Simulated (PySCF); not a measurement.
**Relaxation of doublet [Sr3S]+**

These are results of PySCF, UwB97X, basis S def2-TZVP, Sr def2-TZVP with ECP28 (scalar-relativistic core potentials, no spin–orbit coupling, density fitting), not measurements. A (50,194) grid was used.

A start at the PBE0 minimum, of C2v symmetry, held to at least that symmetry:

Coordinates in bohr (charge 1 multiplicity 2):
```
S    -1.5811    0.0000    0.0000
Sr    3.6569    0.0000    0.0000
Sr   -1.5409    5.1358    0.0000
Sr   -1.5409   -5.1358    0.0000
```

What does it relax to?

It ends at C2v with Sr–Sr 3.800 Å (×2), S–Sr 2.715 Å (×2), S–Sr 2.815 Å; Sr–Sr–Sr 91.0°, Sr–S–Sr 86.8° (×2), Sr–S–Sr 173.6°, S–Sr–Sr 45.5° (×2), S–Sr–Sr 47.7° (×2) (after a last refinement on a finer grid). A frequency run shows a minimum. Other isomers or separated fragments may lie lower.

How much energy is released, and in how many steps?

1.1 kJ/mol in 5 steps.
